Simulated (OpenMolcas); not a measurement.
# Computed transition rates of Sb

```json
{
  "Program": "OpenMolcas 26.06",
  "Method": "SS-CASPT2, IPEA 0.25 Eh, imaginary shift 0.1 Eh (closed shells correlated: 4d 5s)",
  "Basis": "ANO-RCC-VQZP [8s7p5d3f2g]",
  "Scalar Hamiltonian": "DKH2, point nucleus",
  "Active space": "3 electrons in 3 orbitals (5p)",
  "State averaging": "2S+1 = 4 odd, 1 root; 2S+1 = 2 odd, 8 roots",
  "Spin-orbit coupling": "state interaction with AMFI integrals over the reference wave functions, term energies averaged over their components"
}
```

Rates come from the transition moments of the reference wave functions (E1 and E2 in the length form). At fixed line strength A goes as λ^-3 for E1 and M1 and as λ^-5 for E2, so a rate at the computed wavelength can be rescaled to the measured one. Measured vacuum wavelengths follow from level energies in NIST Handbook of Basic Atomic Spectroscopic Data. Branching counts decays inside the model space alone, at computed energies, and the table is only a selection of the E2 and M1 lines, drawn from those between levels with measured partners whose computed energy lies within a factor of 1.5 of the measured one.

```csv
Upper,Lower,Type,λ computed (nm),λ measured (nm),A computed (s-1),A rescaled (s-1),Branching %
5s2 5p3 2D* 5/2,5s2 5p3 2D* 3/2,M1,9479,7452,1.13e-02,2.33e-02,18.5
5s2 5p3 2P* 1/2,5s2 5p3 2D* 5/2,E2,1415,1529,9.60e-02,6.52e-02,2.4
5s2 5p3 2P* 1/2,5s2 5p3 2D* 3/2,M1,1231,1269,1.01e+00,,25.1
5s2 5p3 2P* 1/2,5s2 5p3 2D* 3/2,E2,1231,1269,2.56e-01,2.20e-01,6.4
5s2 5p3 2P* 3/2,5s2 5p3 2D* 5/2,M1,1164,1161,1.15e+00,,12.3
5s2 5p3 2P* 3/2,5s2 5p3 2D* 5/2,E2,1164,1161,3.87e-01,3.92e-01,4.1
5s2 5p3 2D* 3/2,5s2 5p3 4S* 3/2,M1,1080,1175,6.77e-01,,98.8
5s2 5p3 2D* 3/2,5s2 5p3 4S* 3/2,E2,1080,1175,8.23e-03,,1.2
5s2 5p3 2P* 3/2,5s2 5p3 2D* 3/2,M1,1037,1005,2.86e+00,,30.5
5s2 5p3 2P* 3/2,5s2 5p3 2D* 3/2,E2,1037,1005,2.02e-01,2.36e-01,2.1
5s2 5p3 2D* 5/2,5s2 5p3 4S* 3/2,M1,969.8,1015,2.92e-02,,48.0
5s2 5p3 2D* 5/2,5s2 5p3 4S* 3/2,E2,969.8,1015,2.04e-02,,33.5
5s2 5p3 2P* 1/2,5s2 5p3 4S* 3/2,M1,575.4,609.9,2.61e+00,,65.3
5s2 5p3 2P* 1/2,5s2 5p3 4S* 3/2,E2,575.4,609.9,3.18e-02,,0.8
5s2 5p3 2P* 3/2,5s2 5p3 4S* 3/2,M1,529.1,541.6,4.75e+00,,50.6
```

Spin-changing lines and M1 lines between different terms are not rescaled, since their strength hangs on the term gaps too.

The largest correction is for 5s2 5p3 2D* 5/2 → 5s2 5p3 2D* 3/2 (M1): 1.13e-02 × (9479 / 7452)^3 = 2.33e-02 s-1, a factor of 2.06.

No measured rate stands beside these. Rescaling mends the energy factor alone: line strengths can still be far off where a level mixes with configurations outside the active space, and weak or spin-changing lines hang on small mixing coefficients that depend on the term gaps too, so rescaling need not improve them.

Term energies are means over components that CASPT2 splits; among the terms shown or strongly mixed into the levels shown the widest spread is 370 cm-1 (5s2 5p3 2D*). With the s shell closed, the reference lacks s² → p² mixing. Computed and measured levels are paired by configuration, term and J; levels that our copy of the source lacks, or whose pairing is in doubt (as where it misses far off the trend of its configuration), stay unpaired. Levels of configurations outside the active space are missing.

* marks odd parity.
